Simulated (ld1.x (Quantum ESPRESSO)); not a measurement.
## C: excitation energies, all-electron against RRKJ

```
Element                 : carbon
Generator               : ld1.x (Quantum ESPRESSO) 7.5
Type                    : norm-conserving RRKJ (Kleinman–Bylander form)
Functional              : revPBE
Relativity              : scalar-relativistic
Frozen core             : [He]
Valence charge          : 4
Reference configuration : 2s2 2p2
Partial waves           : 2p (bound): rc 1.80 bohr; 3d channel at 0.35 Ry: rc 1.80 bohr; 2s (bound): rc 1.20 bohr
Local potential         : the s channel
Core correction         : a·sin(br)/r model core inside 1.00 bohr
rho0                    : 0.02
```

Energies are relative to the spin-unpolarised reference configuration 2s2 2p2; without spin polarisation the order of configurations can differ from experiment.

```csv
valence configuration,charge,ΔE all-electron (eV),error AE − PS (meV)
2s2 2p1,+1,10.809,+21
2s2 2p0,+2,34.885,+227
2s1 2p0,+3,83.097,+447
2s1 2p2,+1,19.655,-22
2s1 2p3,0,8.554,+3.0
2s0 2p4,0,17.119,+7.6
```

(1) What are ΔE and the potential's error for 2s2 2p1.5?

Levels in the configuration 2s2 2p1.5:

```
level  all-electron (eV)  pseudo (eV)
   2s            -19.411      -19.412
   2p            -10.668      -10.653
```

Results:

(1) ΔE = 3.938 eV all-electron; the error (AE − PS) is +2.7 meV.
